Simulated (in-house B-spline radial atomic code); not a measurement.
## As3+: [Ne] 3s1 3p6 3d10 4s2 4p1 (with a hole in an inner shell)

All numbers are computed (Dirac-Kohn-Sham LDA VWN5, spherical fractional occupations; Fermi nucleus of rms radius 4.0968 fm) with a radial B-spline atomic code at the basis-set limit, not measured.

Effective charges: Z_r = [3n² - l(l+1)]/(2<r>) from the radius, Z_e = n√(-2ε) from the energy, and Slater's rules. Values are occupation-weighted means over j.

| shell | electrons | ε (eV) | <r> (bohr) | Z_r | Z_e | Slater |
| --- | --- | --- | --- | --- | --- | --- |
| 1s | 2 | -11750 | 0.04555 | 32.93 | 29.39 | 32.70 |
| 2s | 2 | -1535.1 | 0.2028 | 29.59 | 21.24 | 28.85 |
| 2p | 6 | -1354.4 | 0.1772 | 28.22 | 19.95 | 28.85 |
| 3s | 1 | -237.58 | 0.5941 | 22.72 | 12.54 | 22.10 |
| 3p | 6 | -181.31 | 0.6095 | 20.51 | 10.95 | 22.10 |
| 3d | 10 | -87.969 | 0.6466 | 16.24 | 7.63 | 12.85 |
| 4s | 2 | -48.64 | 1.67 | 14.38 | 7.56 | 7.85 |
| 4p | 1 | -36.25 | 1.905 | 12.07 | 6.53 | 7.85 |

The least bound orbital is 4p3/2 at -36.06 eV, and it is also the most diffuse (<r> = 1.913 bohr). The part-filled 3s shell lies below the filled 4s shell in orbital energy.

Spin-orbit splittings of the orbital energies (j = l + 1/2 above j = l - 1/2 when positive): 2p 36.54 eV, 3p 5.168 eV, 3d 0.7818 eV, 4p 0.5592 eV.

For the 1s electron the small component carries 1.42 % of the norm, the zero-frequency Breit interaction raises the level by 17.76 eV, self-energy by 9.288 eV, and vacuum polarisation lowers it by 0.9131 eV.
